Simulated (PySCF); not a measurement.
Simulation results for GeH6NSi, CH4BGeO, CH5GeNSi, C2H7GeO and others

Computed with PySCF 2.14.0. Calculation on a computer-drawn molecule: optimised geometry and harmonic frequencies of an isolated molecule of the commonest isotopes, restricted reference for singlets and unrestricted otherwise, frozen core in MP2; on germanium a core potential holds 10 electrons, which the energies leave out, and 3d is frozen in MP2 and coupled-cluster steps.

Common to all runs: method HF; basis and core potential on germanium cc-pVDZ-PP ECP10MDF.

```yaml
- entry: 1
  formula: GeH6NSi
  start_structure:
    atoms_angstrom:
      - ["N", -0.5224, 1.5401, 0.5487]
      - [Si, -0.5242, 1.0031, -1.0557]
      - [Ge, 0.0699, -1.2769, -1.4194]
      - [H, -0.8016, 2.518, 0.7386]
      - [H, -0.2693, 0.9931, 1.3189]
      - [H, -0.949, 1.9842, -1.937]
      - [H, 1.2403, -1.3606, -2.2991]
      - [H, -1.1332, -1.9693, -2.0909]
      - [H, 0.3704, -1.9229, -0.0907]
  given:
    charge: 1
    multiplicity: 1
    basis: "cc-pV(D+d)Z"
    drawn_bonds_atom: [1, 2, 1, 1, 2, 3, 3, 3]
    drawn_bonds_other_atom: [2, 3, 4, 5, 6, 7, 8, 9]
    drawn_bonds_order: [1, 1, 1, 1, 1, 1, 1, 1]
  results:
    optimised_atom_element: ["N", Si, Ge, H, H, H, H, H, H]
    "optimised_atom_x [angstrom]": [-0.5317, -0.5342, 0.06815, -0.7753, -0.2883, -0.9341, 1.276, -1.165, 0.3646]
    "optimised_atom_y [angstrom]": [1.577, 0.9484, -1.377, 2.531, 1.059, 1.952, -1.27, -1.949, -1.964]
    "optimised_atom_z [angstrom]": [0.535, -0.9832, -1.438, 0.7451, 1.363, -1.976, -2.35, -2.113, -0.07045]
    "modes_frequency [cm^-1]": [52.11, 153.5, 312.5, 339.6, 533.5, 566.3, 687.8, 728.0, 758.9, 852.3, 942.1, 943.9, 980.4, 1052, 1688, 2295, 2301, 2303, 2404, 3738, 3834]
    "modes_reduced_mass [dalton]": [1.203, 3.515, 6.497, 1.113, 1.116, 1.142, 1.23, 1.059, 1.078, 1.051, 1.02, 1.025, 1.306, 4.751, 1.131, 1.01, 1.025, 1.025, 1.044, 1.052, 1.098]
    "rotational_constants [GHz]": [19.47, 2.025, 1.879]
    "total_energy [hartree]": -640.0299
    "convergence_status_largest_gradient_component [hartree/bohr]": 2.595e-05
- entry: 2
  formula: CH4BGeO
  start_structure:
    atoms_angstrom:
      - [O, -1.6319, -1.3023, 0.3594]
      - [B, -0.7311, -0.493, 0.8673]
      - [C, 0.3332, 0.4266, 1.01]
      - [Ge, 2.1754, -0.1235, 0.5773]
      - [H, -1.9111, -2.0543, 0.9454]
      - [H, 0.2845, 1.3156, 1.5685]
      - [H, 1.9667, -1.0824, -0.6284]
      - [H, 2.6662, 1.095, -0.1936]
  given:
    charge: 0
    multiplicity: 2
    basis: cc-pVDZ
    drawn_bonds_atom: [1, 2, 3, 1, 3, 4, 4]
    drawn_bonds_other_atom: [2, 3, 4, 5, 6, 7, 8]
    drawn_bonds_order: [1, 2, 1, 1, 1, 1, 1]
  results:
    optimised_atom_element: [O, B, C, Ge, H, H, H, H]
    "optimised_atom_x [angstrom]": [-1.721, -0.7399, 0.3291, 2.107, -1.861, 0.194, 2.061, 2.783]
    "optimised_atom_y [angstrom]": [-1.269, -0.4674, 0.3616, -0.03951, -2.006, 1.236, -1.211, 1.177]
    "optimised_atom_z [angstrom]": [0.4034, 0.7388, 1.054, 0.4372, 0.9834, 1.68, -0.566, -0.2257]
    "modes_frequency [cm^-1]": [102.1, 166.5, 383.5, 424.9, 462.6, 567.8, 636.5, 710.3, 757.7, 919.1, 969.1, 1080, 1152, 1852, 2144, 2155, 3344, 4123]
    "modes_reduced_mass [dalton]": [4.071, 1.304, 1.207, 3.697, 5.788, 1.45, 1.176, 1.226, 2.155, 1.032, 1.641, 1.256, 2.601, 9.844, 1.017, 1.025, 1.089, 1.066]
    "rotational_constants [GHz]": [22.27, 1.803, 1.689]
    "total_energy [hartree]": -433.0992
    spin_squared: 0.7613
    "convergence_status_largest_gradient_component [hartree/bohr]": 3.483e-05
- entry: 3
  formula: CH5GeNSi
  start_structure:
    atoms_angstrom:
      - [C, -1.8445, 2.18, -1.3017]
      - [Si, -0.6686, 1.1445, -0.602]
      - ["N", -0.4895, -0.5291, -1.2357]
      - [Ge, 0.5438, -1.9411, -0.8465]
      - [H, -1.9625, 3.1935, -0.8628]
      - [H, -2.515, 1.947, -2.0319]
      - [H, 0.3029, 1.2266, 0.4562]
      - [H, -1.1242, -0.594, -1.9326]
      - [H, 1.3953, -1.1499, 0.3883]
  given:
    charge: 0
    multiplicity: 1
    basis: "cc-pV(D+d)Z"
    drawn_bonds_atom: [1, 2, 3, 1, 1, 2, 3, 4]
    drawn_bonds_other_atom: [2, 3, 4, 5, 6, 7, 8, 9]
    drawn_bonds_order: [2, 1, 1, 1, 1, 1, 1, 1]
  results:
    optimised_atom_element: [C, Si, "N", Ge, H, H, H, H, H]
    "optimised_atom_x [angstrom]": [-1.822, -0.7115, -0.51, 0.6204, -1.863, -2.524, 0.2295, -1.133, 1.351]
    "optimised_atom_y [angstrom]": [2.202, 1.066, -0.5333, -1.921, 3.189, 2.022, 1.332, -0.7693, -1.111]
    "optimised_atom_z [angstrom]": [-1.231, -0.664, -1.255, -0.7852, -0.7821, -2.037, 0.4286, -2.01, 0.3667]
    "modes_frequency [cm^-1]": [62.82, 168.0, 255.3, 287.9, 458.3, 567.4, 640.9, 722.6, 745.2, 794.1, 873.3, 913.0, 953.2, 1085, 1304, 1489, 1994, 2398, 3294, 3383, 3756]
    "modes_reduced_mass [dalton]": [3.911, 3.52, 4.87, 1.209, 1.616, 2.681, 1.073, 1.325, 1.137, 1.118, 1.499, 3.317, 1.147, 3.4, 1.291, 1.231, 1.021, 1.042, 1.057, 1.113, 1.075]
    "rotational_constants [GHz]": [27.3, 1.211, 1.16]
    "total_energy [hartree]": -677.5099
    "convergence_status_largest_gradient_component [hartree/bohr]": 3.535e-05
- entry: 4
  formula: C2H7GeO
  start_structure:
    atoms_angstrom:
      - [C, -0.4445, -0.8881, 3.3949]
      - [Ge, -1.6584, -0.2445, 2.0853]
      - [C, -0.8298, 0.344, 0.388]
      - [O, -2.5474, 1.0976, 2.6587]
      - [H, 0.1116, -1.7814, 3.3508]
      - [H, -0.1887, -0.308, 4.2781]
      - [H, -2.6549, -1.3614, 1.8253]
      - [H, -1.565, 0.7174, -0.2575]
      - [H, -0.2211, -0.459, -0.0753]
      - [H, -0.087, 1.2031, 0.6078]
      - [H, -2.9308, 1.102, 3.4909]
  given:
    charge: 0
    multiplicity: 2
    basis: cc-pVDZ
    drawn_bonds_atom: [1, 2, 2, 1, 1, 2, 3, 3, 3, 4]
    drawn_bonds_other_atom: [2, 3, 4, 5, 6, 7, 8, 9, 10, 11]
    drawn_bonds_order: [1, 1, 1, 1, 1, 1, 1, 1, 1, 1]
  results:
    optimised_atom_element: [C, Ge, C, O, H, H, H, H, H, H, H]
    "optimised_atom_x [angstrom]": [-0.3929, -1.656, -0.7942, -2.603, -0.4392, 0.4083, -2.616, -1.545, -0.2232, -0.116, -3.039]
    "optimised_atom_y [angstrom]": [-0.8632, -0.2864, 0.4027, 1.101, -1.843, -0.2176, -1.448, 0.7884, -0.3826, 1.215, 0.9544]
    "optimised_atom_z [angstrom]": [3.39, 2.041, 0.4418, 2.656, 3.857, 3.739, 1.739, -0.2497, -0.05769, 0.7089, 3.482]
    "modes_frequency [cm^-1]": [81.36, 123.0, 190.5, 204.4, 222.0, 253.5, 511.0, 627.9, 642.0, 669.4, 721.6, 764.5, 857.4, 891.0, 921.9, 953.0, 1381, 1483, 1554, 1557, 2205, 3183, 3260, 3273, 3280, 3365, 4161]
    "modes_reduced_mass [dalton]": [1.043, 1.038, 2.317, 1.471, 3.209, 2.142, 1.375, 3.911, 1.268, 2.8, 8.32, 1.163, 1.26, 1.163, 1.194, 1.149, 1.237, 1.132, 1.051, 1.051, 1.019, 1.033, 1.053, 1.103, 1.104, 1.115, 1.067]
    "rotational_constants [GHz]": [5.487, 4.92, 3.204]
    "total_energy [hartree]": -448.0405
    spin_squared: 0.7617
    "convergence_status_largest_gradient_component [hartree/bohr]": 7.617e-06
- entry: 5
  formula: CH4BGeO
  start_structure:
    atoms_angstrom:
      - [C, -2.1349, 0.9303, 1.225]
      - [B, -1.3381, -0.0438, 1.6791]
      - [Ge, -0.2206, -1.5788, 2.3679]
      - [O, 1.3268, -1.2675, 1.8635]
      - [H, -1.8431, 1.7603, 0.6952]
      - [H, -3.2122, 1.0228, 1.3265]
      - [H, -0.3699, -2.8543, 3.1764]
      - [H, 2.1821, -1.7385, 1.9999]
  given:
    charge: 1
    multiplicity: 1
    basis: cc-pVDZ
    drawn_bonds_atom: [1, 2, 3, 1, 1, 3, 4]
    drawn_bonds_other_atom: [2, 3, 4, 5, 6, 7, 8]
    drawn_bonds_order: [2, 1, 1, 1, 1, 1, 1]
  results:
    optimised_atom_element: [C, B, Ge, O, H, H, H, H]
    "optimised_atom_x [angstrom]": [-2.204, -1.33, -0.1316, 1.506, -1.866, -3.267, -0.4869, 2.169]
    "optimised_atom_y [angstrom]": [0.9411, -0.04726, -1.48, -1.273, 1.796, 0.9084, -2.708, -1.908]
    "optimised_atom_z [angstrom]": [1.228, 1.659, 2.29, 1.856, 0.6492, 1.449, 3.092, 2.11]
    "modes_frequency [cm^-1]": [115.5, 154.1, 288.4, 323.9, 448.9, 490.0, 581.9, 703.3, 788.0, 850.2, 936.9, 999.3, 1393, 1628, 2354, 3289, 3380, 4083]
    "modes_reduced_mass [dalton]": [3.532, 3.519, 2.978, 1.095, 1.129, 6.395, 1.146, 1.449, 1.198, 7.211, 1.179, 1.314, 1.237, 4.321, 1.021, 1.061, 1.11, 1.068]
    "rotational_constants [GHz]": [15.52, 2.516, 2.165]
    "total_energy [hartree]": -432.8088
    "convergence_status_largest_gradient_component [hartree/bohr]": 3.423e-05
- entry: 6
  formula: BClGeH3O
  start_structure:
    atoms_angstrom:
      - [Cl, -1.5132, 1.7406, -1.6961]
      - [B, -0.0984, 1.089, -1.6902]
      - [O, 1.0985, 0.5706, -1.5952]
      - [Ge, 2.827, -0.2279, -1.4848]
      - [H, 3.5324, 0.7107, -2.5248]
      - [H, 3.1547, 0.0209, -0.0718]
      - [H, 2.4943, -1.5623, -1.9517]
  given:
    charge: 1
    multiplicity: 1
    basis: "cc-pV(D+d)Z"
    drawn_bonds_atom: [1, 2, 3, 4, 4, 4]
    drawn_bonds_other_atom: [2, 3, 4, 5, 6, 7]
    drawn_bonds_order: [1, 1, 1, 1, 1, 1]
  results:
    optimised_atom_element: [Cl, B, O, Ge, H, H, H]
    "optimised_atom_x [angstrom]": [-1.568, -0.06163, 1.049, 2.849, 3.556, 3.153, 2.518]
    "optimised_atom_y [angstrom]": [1.755, 1.088, 0.5967, -0.1996, 0.687, 0.01924, -1.605]
    "optimised_atom_z [angstrom]": [-1.714, -1.648, -1.599, -1.521, -2.516, -0.05929, -1.957]
    "modes_frequency [cm^-1]": [67.54, 67.54, 263.7, 444.3, 444.3, 640.7, 640.8, 814.6, 932.1, 937.0, 937.0, 2024, 2344, 2361, 2361]
    "modes_reduced_mass [dalton]": [9.045, 9.045, 31.72, 9.447, 9.447, 1.101, 1.101, 5.618, 1.183, 1.027, 1.027, 11.97, 1.009, 1.026, 1.026]
    "rotational_constants [GHz]": [75.47, 0.8459, 0.8459]
    "total_energy [hartree]": -854.0263
    "convergence_status_largest_gradient_component [hartree/bohr]": 2.206e-05
- entry: 7
  formula: CH6BGeO
  start_structure:
    atoms_angstrom:
      - [C, -2.2142, -1.5952, -0.1832]
      - [B, -0.7284, -1.6361, -0.2636]
      - [Ge, 0.4583, -0.3002, -1.4201]
      - [O, 2.1002, -0.5324, -1.4424]
      - [H, -2.6787, -2.516, -0.461]
      - [H, -2.5479, -1.4845, 0.8821]
      - [H, -2.7425, -0.8198, -0.797]
      - [H, -0.0119, -2.4563, 0.3508]
      - [H, 0.3805, 0.8324, -2.4413]
      - [H, 2.7344, -1.145, -1.0246]
  given:
    charge: 1
    multiplicity: 1
    basis: cc-pVDZ
    drawn_bonds_atom: [1, 2, 3, 1, 1, 1, 2, 3, 4]
    drawn_bonds_other_atom: [2, 3, 4, 5, 6, 7, 8, 9, 10]
    drawn_bonds_order: [1, 1, 1, 1, 1, 1, 1, 1, 1]
  results:
    optimised_atom_element: [C, B, Ge, O, H, H, H, H, H, H]
    "optimised_atom_x [angstrom]": [-2.059, -0.8296, 0.5439, 1.924, -2.901, -1.756, -2.388, -0.5016, 0.5773, 2.139]
    "optimised_atom_y [angstrom]": [-1.469, -1.984, -0.6373, -0.02009, -2.159, -1.518, -0.4503, -3.121, -0.04226, -0.2518]
    "optimised_atom_z [angstrom]": [-0.01654, -0.8063, -1.716, -0.9092, -0.1145, 1.043, -0.2166, -0.9444, -3.108, -0.01219]
    "modes_frequency [cm^-1]": [47.46, 82.21, 169.5, 189.3, 389.7, 477.8, 600.4, 615.4, 758.2, 837.2, 881.3, 901.4, 932.2, 1086, 1157, 1427, 1514, 1559, 2329, 2791, 3121, 3231, 3292, 4103]
    "modes_reduced_mass [dalton]": [2.415, 1.131, 3.381, 2.268, 1.906, 2.349, 1.128, 1.072, 1.076, 8.228, 1.178, 1.632, 1.201, 2.33, 1.528, 1.243, 1.051, 1.088, 1.022, 1.095, 1.055, 1.075, 1.104, 1.068]
    "rotational_constants [GHz]": [11.73, 2.362, 2.159]
    "total_energy [hartree]": -434.0339
    "convergence_status_largest_gradient_component [hartree/bohr]": 1.201e-05
- entry: 8
  formula: BClGeH4N
  start_structure:
    atoms_angstrom:
      - ["N", 1.9119, 0.6028, -0.1641]
      - [Ge, 0.3514, 0.0651, 0.503]
      - [B, -0.8724, -0.2222, -1.0435]
      - [Cl, -2.4101, 0.1451, -1.3307]
      - [H, 2.303, -0.0106, -0.9079]
      - [H, 2.6976, 0.7269, 0.4781]
      - [H, 0.4421, -1.1212, 1.4304]
      - [H, -0.0049, 1.2423, 1.4968]
  given:
    charge: 0
    multiplicity: 2
    basis: "cc-pV(D+d)Z"
    drawn_bonds_atom: [1, 2, 3, 1, 1, 2, 2]
    drawn_bonds_other_atom: [2, 3, 4, 5, 6, 7, 8]
    drawn_bonds_order: [1, 1, 1, 1, 1, 1, 1]
  results:
    spin_squared: null
```

## Withheld values
1. BClGeH4N (entry 8): spin squared?

Calculated values
1. 0.7574

Further results for BClGeH4N (entry 8):

* rotational constants: 13.48, 1.331, 1.244 GHz
* total energy: -834.3261 hartree
* convergence status largest gradient component: 1.687e-05 hartree/bohr

Optimised structure:
```xyz
8
BClGeH4N
N      2.0401     0.5975    -0.1672
Ge     0.3860     0.1318     0.5024
B     -0.8816    -0.1519    -1.1256
Cl    -2.6077     0.0615    -1.1943
H      2.4114    -0.0633    -0.8287
H      2.7401     0.7514     0.5388
H      0.3895    -1.1762     1.3192
H     -0.0593     1.2773     1.4174
```

Modes:
```csv
frequency (cm⁻¹),reduced mass (dalton)
48.07,6.262
124,3.305
196.6,1.802
234.2,2.747
442.9,1.6
532.7,2.902
616.7,1.293
695,2.686
751.3,1.269
810.2,1.112
950,1.177
971.9,4.294
999.5,1.158
1701,1.095
2168,1.021
2221,1.018
3729,1.051
3819,1.094
```
